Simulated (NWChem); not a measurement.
System: C2BrClF2; SMILES F/C(Cl)=C(\F)Br

```xyz
6

F      1.0800    -2.2728     0.0000
C      0.2590    -1.2417     0.0000
Cl    -1.3933    -1.6455     0.0000
C      0.7478     0.0064     0.0000
F      2.0525     0.1997     0.0000
Br    -0.2810     1.5529     0.0000
```
Atoms are numbered in this order, from 1.

Results from NWChem. The geometry was optimised at PBE0/def2-SVP. Level: PBE/def2-SVP with COSMO at NWChem's default radii, gas-phase geometry; the question gives the dielectric constant.

Question: Predict the results for dielectric constant 11.7. Quantities: electrostatic solvation energy (kcal/mol); dipole in solution (D).

Answer: 
```json
{
  "electrostatic solvation energy (kcal/mol)": "-0.8",
  "dipole in solution (D)": "0.89"
}
```
